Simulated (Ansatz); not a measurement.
C3H7FSn can be A, `C=C[CH2][SnH2][F]`, or B, `[F][SnH]1[CH2]C[CH2]1`.

Computed with Ansatz on PBE0-D4/def2-TZVP structures; ΔE is electronic, products minus reactants. CBS: MP2 limit from def2 TZ/QZ plus the TZ coupled-cluster correction, frozen cores. Functionals use def2-TZVPP. B3LYP here is the variant with VWN-RPA as its local correlation; programs differ in this. def2 core potentials past Kr. For Sn outer-core shells are correlated without core-valence functions, which leaves a few kJ/mol of doubt a bond. Each species was taken in one conformer, which may not be the lowest.

**Question.** Which is lower in electronic energy at CCSD(T)/CBS, and by how much? (Best estimate.)

**Answer.** The calculation gave: B, by 4.5 kcal/mol.

**Question.** Give E(B) − E(A) in kcal/mol with B3LYP-D4, CCSD(T)/def2-TZVPP, CCSD/def2-TZVPP, B2PLYP, PBE-D4, B3LYP, ωB97M-V. (An estimate is asked.)

**Answer.** Computed: B3LYP-D4 0.0, CCSD(T)/def2-TZVPP -3.2, CCSD/def2-TZVPP -2.5, B2PLYP -1.6, PBE-D4 -4.7, B3LYP 0.4, ωB97M-V -3.2. The order is the other way round with B3LYP.

Largest T1 diagnostic: 0.013.

In def2-TZVPP, CCSD(T) changes the Hartree–Fock value by −8.3 kcal/mol (the triples alone add −0.7 kcal/mol) and MP2 by −11.1 kcal/mol.
